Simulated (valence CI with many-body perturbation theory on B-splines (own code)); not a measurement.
**Questions on Ga24+**

Calculated by valence CI with perturbative core correlation (CI+MBPT): five valence electrons over a frozen Dirac-Fock core [He], a basis of 9 s, 9 p, 8 d, 6 f, 3 g, 1 h functions for each j, with the one-electron correlation potential Σ1, the two-electron term Σ2, the three-electron term Σ3, Breit, model QED; selected CI, second order for the rest (own B-spline code, finite nucleus).

No measured levels were compared; by estimate levels of excited configurations hold to 0.05 to 0.15 % of their energy, terms of the ground configuration to about 0.5 %. Among the levels kept, up to 2000 cm⁻¹ of a level comes from second order outside the variational space, and about a tenth of that is noise between levels of different J, which matters for small intervals.

Names give the largest LS component (configuration and term), which can be under half, so a name can repeat, a term be missing and a line seem to break the LS rules; names also repeat where a configuration has a term twice.

Rates and lifetimes use the calculated energies. Strong lines usually hold to 10 to 20 %, long lifetimes can be off by a factor of two.

Q: What is the ground level?

A: 2s2.2p3 4S°_3/2, composition 66 % 2s2.2p3 4S° + 24 % 2s2.2p3 2P° + 10 % 2s2.2p3 2D°, g = 1.721.

Q: How well does LS coupling describe the low levels?

A: Among the lowest 20 levels the leading LS term, summed over configurations, holds 79 % on average. For single configurations the figures are 79 % in LS and 83 % in jj coupling. Terms mix most in the J = 1/2 level at 11051 × 10³ cm⁻¹, where the leading one holds 49 %.

Q: Name the longest-lived excited levels whose lifetime is computed, and their main decay.

A: 2s2.2p3 2D°_5/2 at 281.99 × 10³ cm⁻¹ lives 38.9 μs, mostly by M1 to 2s2.2p3 4S°_3/2; 2s2.2p3 2D°_3/2 at 208.68 × 10³ cm⁻¹ lives 6.59 μs, mostly by M1 to 2s2.2p3 4S°_3/2; 2s2.2p3 2P°_1/2 at 389.95 × 10³ cm⁻¹ lives 3.76 μs, mostly by M1 to 2s2.2p3 4S°_3/2.

Q: Where does the other parity begin?

A: At 2s.2p4 4P_5/2, 1017.0 × 10³ cm⁻¹.

Q: What are the static dipole polarisabilities of the lowest levels?

A: 2s2.2p3 4S°_3/2 0.00503 (tensor 0.00029); 2s2.2p3 2D°_3/2 0.00497 (tensor 0.00079); 2s2.2p3 2D°_5/2 0.00484 (tensor 0.00035); 2s2.2p3 2P°_1/2 0.00432 bohr³, of which the core gives 9.68e-06.

Q: What is the ionisation energy?

A: 2390.2 eV; NIST lists 2391 ± 18 eV (semi-empirical).

Q: Among levels below 12086 × 10³ cm⁻¹, which E1 lines absorb most strongly from the ground level?

A: to 2s2.2p2.3d 4P_3/2 at 0.8523 nm, f = 0.447; to 2s2.2p2.3d 4D_5/2 at 0.8534 nm, f = 0.375; to 2s2.2p2.3d 4P_1/2 at 0.8516 nm, f = 0.239.
